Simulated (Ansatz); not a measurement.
One change: `C#CCC[SiH3]` becomes `C#CCCCC`.

Ansatz, PBE0-D4/def2-TZVP geometries, multiplicity 1. Each molecule was computed in one conformer, which needn't be the lowest.

| property | `C#CCC[SiH3]` |
| --- | --- |
| LUMO energy (PBE/def2-TZVPP) / eV | -0.44 |
| HOMO energy (ωB97M-V/def2-TZVPP) / eV | -10.02 |
| LUMO energy (ωB97M-V/def2-TZVPP) / eV | 1.99 |
| HOMO energy (PBE0/def2-TZVPP) / eV | -7.76 |
| HOMO energy (PBE/def2-TZVPP) / eV | -6.56 |
| size of the dipole moment (B3LYP/def2-TZVPP) / D | 0.17 |

(1) What does the change do to each property? (An estimate is asked.)

Results:

(1) Ansatz gave: 
```tsv
property	`C#CCCCC`	shift
LUMO energy (PBE/def2-TZVPP) / eV	0.02	0.46
HOMO energy (ωB97M-V/def2-TZVPP) / eV	-9.91	0.11
LUMO energy (ωB97M-V/def2-TZVPP) / eV	2.52	0.53
HOMO energy (PBE0/def2-TZVPP) / eV	-7.63	0.13
HOMO energy (PBE/def2-TZVPP) / eV	-6.40	0.16
size of the dipole moment (B3LYP/def2-TZVPP) / D	0.76	0.59
```

With PBE0 the HOMO rises by 0.13 eV and the LUMO rises by 0.52 eV, so the gap widens by about 0.39 eV. PBE moves the HOMO by 0.16 eV and ωB97M-V by 0.11 eV. Dipoles are sizes alone; their direction can turn.

B3LYP here is the variant with VWN-RPA as its local correlation; programs differ in this.
